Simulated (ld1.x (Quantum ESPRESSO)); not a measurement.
Building the TM potential for caesium (PBEsol, scalar-relativistic).

Input for ld1.x (Quantum ESPRESSO) 7.5:

```
&input
   title='Cs', zed=55., rel=1, dft='PBESOL', iswitch=3,
   config='[Xe] 5d1 6s0 6p0',
   nld=3, rlderiv=4.55, eminld=-2.0, emaxld=5.0, deld=0.02
 /
 &inputp
   pseudotype=2, tm=.true., lloc=-2, rcloc=3.30,
   nlcc=.true., rcore=2.95,
   file_pseudopw='Cs.UPF', file_wfcaegen='ae.wfc', file_wfcncgen='nc.wfc', file_beta='beta', file_chi='chi'
 /
3
6S  1  0   0.00   0.00  3.55  3.55  0.0
6P  2  1   0.00   0.00  4.20  4.20  0.0
5D  3  2   1.00   0.00  4.10  4.10  0.0
 &test
   configts(1)='5d1 6s0 6p0'
 /
```

Command:

```bash
ld1.x < Cs.in > Cs.out
```

Output (shortened: banner, matrices, multipoles, cross overlaps and the repeated all-electron block are left out):

```
Program LD1 v.7.5
     --------------------------- All-electron run ----------------------------

     Cs
     scalar relativistic calculation

     atomic number is 55.00
     dft =PBESOL   lsd =0 sic =0 latt =0  beta=0.20 tr2=1.0E-14
     Exchange-correlation= PBESOL
                           (   1   4  10   8   0   0   0)
     mesh =1251 r(mesh) = 101.25750 a.u. xmin = -7.00 dx = 0.01250
     1 Ry =  13.60569312 eV, c = 137.03599908

     n l     nl                  e(Ry)          e(Ha)          e(eV)
     1 0     1S 1( 2.00)     -2630.0215     -1315.0108    -35783.2657
     2 0     2S 1( 2.00)      -412.5822      -206.2911     -5613.4667
     2 1     2P 1( 6.00)      -370.1592      -185.0796     -5036.2727
     3 0     3S 1( 2.00)       -85.7714       -42.8857     -1166.9798
     3 1     3P 1( 6.00)       -72.1216       -36.0608      -981.2646
     4 0     4S 1( 2.00)       -16.1874        -8.0937      -220.2412
     4 1     4P 1( 6.00)       -11.8221        -5.9111      -160.8479
     3 2     3D 1(10.00)       -52.0749       -26.0375      -708.5156
     5 0     5S 1( 2.00)        -1.9832        -0.9916       -26.9827
     5 1     5P 1( 6.00)        -1.0117        -0.5058       -13.7644
     4 2     4D 1(10.00)        -5.4697        -2.7349       -74.4196
     5 2     5D 1( 1.00)        -0.0422        -0.0211        -0.5739
     6 0     6S 1( 0.00)        -0.1602        -0.0801        -2.1802
     6 1     6P 1( 0.00)        -0.0696        -0.0348        -0.9473

     final scf error:  8.3E-15 reached in  38 iterations

     Etot =  -15567.491366 Ry,   -7783.745683 Ha, -211806.510227 eV

     Ekin =   16401.382085 Ry,    8200.691043 Ha,  223152.171445 eV
     Encl =  -37678.466101 Ry,  -18839.233050 Ha, -512641.647111 eV
     Eh   =    6087.287954 Ry,    3043.643977 Ha,   82821.771853 eV
     Exc  =    -377.695305 Ry,    -188.847653 Ha,   -5138.806414 eV

     normalization and overlap integrals

     s(1S/1S) =  1.000000  <r> =   0.0261  <r2> =    0.0009  r(max) =   0.0169
     s(2S/2S) =  1.000000  <r> =   0.1122  <r2> =    0.0148  r(max) =   0.0947
     s(2P/2P) =  1.000000  <r> =   0.0982  <r2> =    0.0118  r(max) =   0.0765
     s(3S/3S) =  1.000000  <r> =   0.2992  <r2> =    0.1023  r(max) =   0.2739
     s(3P/3P) =  1.000000  <r> =   0.2971  <r2> =    0.1024  r(max) =   0.2672
     s(4S/4S) =  1.000000  <r> =   0.6949  <r2> =    0.5451  r(max) =   0.6409
     s(4P/4P) =  1.000000  <r> =   0.7396  <r2> =    0.6226  r(max) =   0.6738
     s(3D/3D) =  1.000000  <r> =   0.2736  <r2> =    0.0885  r(max) =   0.2215
     s(5S/5S) =  1.000000  <r> =   1.7411  <r2> =    3.4197  r(max) =   1.5375
     s(5P/5P) =  1.000000  <r> =   2.0879  <r2> =    4.9787  r(max) =   1.7863
     s(4D/4D) =  1.000000  <r> =   0.8369  <r2> =    0.8159  r(max) =   0.7172
     s(5D/5D) =  1.000000  <r> =   6.8494  <r2> =   61.6328  r(max) =   3.2959
     s(6S/6S) =  1.000000  <r> =   5.8620  <r2> =   39.6536  r(max) =   4.6770
     s(6P/6P) =  1.000000  <r> =   8.6887  <r2> =   86.0369  r(max) =   7.5208

     ------------------------ End of All-electron run ------------------------

     --------------------- Generating NC pseudopotential ---------------------

      Generating local potential from pseudized AE potential:
      Matching radius rcloc =   3.3000
      Enforcing V''(0)=0 (lloc=-2)

      Local pseudo, rcloc= 3.296 Estimated cut-off energy=     2.98 Ry

      Computing core charge for nlcc:

       r > 2.98 : true rho core
       r < 2.98 : rho core = a sin(br)/r    a=   1.03  b=   0.90

      Integrated core pseudo-charge :   4.39

      Wfc   6S  rcut= 3.553  Using Troullier-Martins method

      Wfc   6P  rcut= 4.232  Using Troullier-Martins method

      Wfc   5D  rcut= 4.127  Using Troullier-Martins method

     ------------------- End of pseudopotential generation -------------------

     Computing logarithmic derivative in   4.53324
     Computing logarithmic derivative in   4.53324
     Computing the partial wave expansion
     R is outside the sphere for l=    0 j= 0.00
     R is outside the sphere for l=    1 j= 0.00
     R is outside the sphere for l=    2 j= 0.00

     ---------------------- Testing the pseudopotential ----------------------

     Cs
     scalar relativistic calculation

     atomic number is 55.00   valence charge is  1.00
     dft =PBESOL   lsd =0 sic =0 latt =0  beta=0.20 tr2=1.0E-14
     mesh =1251 r(mesh) = 101.25750 xmin = -7.00 dx = 0.01250

     n l     nl             e AE (Ry)        e PS (Ry)    De AE-PS (Ry)
     3 2     5D   1( 1.00)       -0.04218       -0.04218       -0.00000
     1 0     6S   1( 0.00)       -0.16024       -0.16024       -0.00000
     2 1     6P   1( 0.00)       -0.06963       -0.06963       -0.00000

     eps = 4.1E-15  iter =  3

     Etot =  -15567.491366 Ry,   -7783.745683 Ha, -211806.510227 eV
     Etotps =    -2.528189 Ry,      -1.264095 Ha,     -34.397765 eV

     Ekin =       0.416904 Ry,       0.208452 Ha,       5.672267 eV
     Encl =      -0.425086 Ry,      -0.212543 Ha,      -5.783592 eV
     Ehrt =       0.136400 Ry,       0.068200 Ha,       1.855810 eV
     Ecxc =      -2.600026 Ry,      -1.300013 Ha,     -35.375152 eV
     (Ecc =      -2.369395 Ry,      -1.184698 Ha,     -32.237267 eV)
     Epseu=      -0.056381 Ry,      -0.028190 Ha,      -0.767098 eV

     ---------------------- End of pseudopotential test ----------------------
```

Generation and configuration tests took about 1.5 s on one core of a shared server CPU.
